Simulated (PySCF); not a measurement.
C3H9NSe, SMILES CC(C)[Se]N.

Geometry: PBE0-D3(BJ)/def2-SVP. Other conformers were not sampled.

The numbers are results of M06-2X/def2-TZVP in PySCF, not measurements.

Gas-phase values at a fixed geometry.

Estimate the frontier levels, gap, dipole moment and polarisability. (The exact figures need the calculation; the answer reports its results.)


| Property | Value |
|---|---|
| highest occupied level | -7.37 eV |
| lowest empty level | 0.83 eV |
| orbital gap | 8.20 eV |
| dipole moment | 2.56 D |
| quadrupole, principal values (traceless, Buckingham form, about the centre of nuclear charge) | -5.00, -0.03, 5.03 D·Å |
| mean static polarisability | 71.8 bohr³ (10.64 Å³) |
| polarisability, principal values | 58.4, 70.8, 86.1 bohr³ |
